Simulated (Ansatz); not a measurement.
Stepwise reaction of `[CH3][In]([CH3])[OH]` with hydrogen chloride, as a gas-phase model of exchange steps in deposition or etching. ΔE in kJ/mol.

Computed with Ansatz on PBE0-D4/def2-TZVP structures; ΔE is electronic, products minus reactants. CCSD(T)/CBS is the MP2 limit (def2-TZVPP, def2-QZVPP) plus CCSD(T) − MP2 in def2-TZVPP, frozen cores. This one scheme is used for every species. Functionals use def2-TZVPP. B3LYP here is the variant with VWN-RPA as its local correlation; programs differ in this. def2 core potentials past Kr. For In outer-core shells are correlated without core-valence functions, which leaves a few kJ/mol of doubt a bond. One conformer a species, not always the lowest.

```json
{"step": "1", "reaction": "`[CH3][In]([CH3])[OH]` + HCl → `[CH3][In]([OH])[Cl]` + CH₄", "PBE-D4": "-142.3", "B3LYP-D4": "-150.0", "ωB97M-V": "-146.3", "CCSD(T)/CBS": "-144.1"}
```

(1) Give the row of step 2, `[CH3][In]([OH])[Cl]` + HCl → `[OH][In]([Cl])[Cl]` + CH₄. (Estimate.)

(2) By hand: ΔE of the 2 steps together at CCSD(T)/CBS.

## Answers

(1) Computed: 
```csv
step,reaction,PBE-D4,B3LYP-D4,ωB97M-V,CCSD(T)/CBS
2,`[CH3][In]([OH])[Cl]` + HCl → `[OH][In]([Cl])[Cl]` + CH₄,-116.8,-123.5,-121.2,-118.3
```

(2) (-144.1) + (-118.3) = -262.4 kJ/mol, or -131.2 kJ/mol a step.

In ΔE each step is higher than the one before. All are downhill at CCSD(T)/CBS. PBE-D4 differs from CCSD(T)/CBS by 1.5 to 1.8 kJ/mol a step. Isolated molecules leave out the surface, adducts and barriers. Largest T1 diagnostic: 0.014.
